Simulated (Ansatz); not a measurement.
`C[C](O)([AlH2])[SiH3]` + `C=C[SiH2]S` → `C=C[SiH2][S][AlH2]` + `CC(O)[SiH3]`  (ligand exchange at the Al–C bond)

Isolated molecules relaxed with PBE0-D4/def2-TZVP in Ansatz; ΔE leaves out vibrations. CCSD(T)/CBS adds triple-zeta CCSD(T) − MP2 to the extrapolated MP2 energy (def2 sets, frozen cores). DFT in def2-TZVPP. Each species was taken in one conformer, which may not be the lowest.

`C[C](O)([AlH2])[SiH3]`:

```xyz
14

C     0.222    1.528    0.052
C     0.152    0.049   -0.323
O     1.175   -0.298   -1.278
Al   -1.578   -0.453   -1.149
Si    0.386   -1.056    1.196
H     0.165    2.166   -0.835
H    -0.593    1.810    0.726
H     1.163    1.772    0.563
H     2.038   -0.126   -0.882
H    -2.889   -0.173   -0.293
H    -1.649   -1.120   -2.583
H     1.819   -0.985    1.609
H     0.065   -2.473    0.858
H    -0.474   -0.642    2.338
```

`C=C[SiH2]S`:

Z-matrix (Å, degrees):
```
Si
C 1 1.854
S 1 2.141 2 112.0
H 1 1.487 2 107.7 3 -123.2
H 1 1.485 2 112.2 3 115.4
C 2 1.331 1 122.0 3 120.2
H 2 1.088 1 119.2 3 -58.7
H 3 1.344 1 94.5 2 -57.1
H 6 1.087 2 121.6 1 0.6
H 6 1.086 2 122.3 1 -179.5
```

`C=C[SiH2][S][AlH2]`:

```xyz
12

C     1.257    0.201    1.441
C     0.417   -0.808    1.231
Si   -0.219   -1.328   -0.438
S     0.405    0.028   -1.970
Al   -0.961    1.663   -1.501
H     1.605    0.465    2.435
H     1.641    0.800    0.619
H     0.075   -1.381    2.093
H     0.323   -2.663   -0.803
H    -1.702   -1.426   -0.391
H    -0.789    2.989   -2.341
H    -2.052    1.461   -0.375
```

`CC(O)[SiH3]`:

Cartesian coordinates in Å:
```
C -1.209 -0.352 0.564
C -0.184 -0.025 -0.507
O 0.259 -1.190 -1.193
Si 1.375 0.792 0.200
H -1.543 0.552 1.081
H -2.094 -0.824 0.124
H -0.794 -1.040 1.305
H -0.631 0.686 -1.220
H -0.511 -1.647 -1.546
H 2.002 -0.106 1.205
H 0.984 2.065 0.867
H 2.347 1.090 -0.882
```

```tsv
level	ΔE (kJ/mol)
r2SCAN-D4	-147.1
ωB97X-V	-145.8
ωB97M-V	-144.7
HF/def2-TZVPP	-160.0
MP2/def2-TZVPP	-150.9
CCSD(T)/def2-TZVPP	-146.6
SCS-MP2/def2-QZVPP	-150.5
HF/CBS(def2)	-159.3
```

Problem. What does CCSD(T)/CBS give? (Best estimate.)

Solution. The calculation gave: -148.7 kJ/mol. The listed levels differ from it by 1.6, 2.9, 4.0, -11.3, -2.2, 2.1, -1.8, -10.6 kJ/mol.

Largest T1 diagnostic among the species: 0.012.

From PBE to PBE0 (25 % exact exchange), in def2-TZVPP and without D4, ΔE moves by −7.5 kJ/mol. In def2-TZVPP, CCSD(T) changes the Hartree–Fock value by +13.4 kJ/mol (the triples alone add +1.4 kJ/mol) and MP2 by +9.1 kJ/mol.
